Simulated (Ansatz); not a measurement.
F2H4N2Ti (`[NH2][Ti]([NH2])([F])[F]`). Charge 0, multiplicity 1.

Z-matrix (Å, degrees):
```
Ti
N 1 1.864
F 1 1.769 2 110.5
N 1 1.871 2 106.2 3 118.3
F 1 1.769 2 110.5 3 -123.4
H 2 1.011 1 124.4 3 -22.7
H 2 1.011 1 124.3 3 145.9
H 4 1.008 1 126.1 2 0.1
H 4 1.011 1 123.1 2 -179.9
```

Question: What are the harmonic wavenumbers in cm⁻¹ at PBE0-D4/def2-TZVP (Ansatz, finite differences of forces, unscaled)? (Best estimate.)

Answer: Ansatz gave: 106, 181, 198, 204, 215, 255, 292, 401, 447, 519, 545, 683, 743, 770, 773, 1521, 1524, 3556, 3566, 3660, 3676.

Question: Is this a minimum?

Answer: Yes, all 21 modes are real.

Question: Give the ideal-gas thermochemistry at 298.15 K and 1 bar (rigid rotor, harmonic oscillator; point group Cs, symmetry number 1).

Answer: Zero-point energy 142.6 kJ/mol; H(298) − E = 166.3 kJ/mol; entropy 360.1 J/(mol·K), of which translation 168.3, rotation 112.0, vibration 79.8; G(298) − E = 58.9 kJ/mol.

Question: And at 400, 500, 600, 800 and 1000 K?

Answer: 
```json
{"T (K)": "400", "H − E (kJ/mol)": "179.4", "S (J/mol/K)": "398.0", "G − E (kJ/mol)": "20.2"}
{"T (K)": "500", "H − E (kJ/mol)": "193.5", "S (J/mol/K)": "429.4", "G − E (kJ/mol)": "-21.2"}
{"T (K)": "600", "H − E (kJ/mol)": "208.4", "S (J/mol/K)": "456.5", "G − E (kJ/mol)": "-65.5"}
{"T (K)": "800", "H − E (kJ/mol)": "239.9", "S (J/mol/K)": "501.8", "G − E (kJ/mol)": "-161.5"}
{"T (K)": "1000", "H − E (kJ/mol)": "273.1", "S (J/mol/K)": "538.8", "G − E (kJ/mol)": "-265.7"}
```

Question: Rotational constants (cm⁻¹)?

Answer: 0.105, 0.1046, 0.1022.
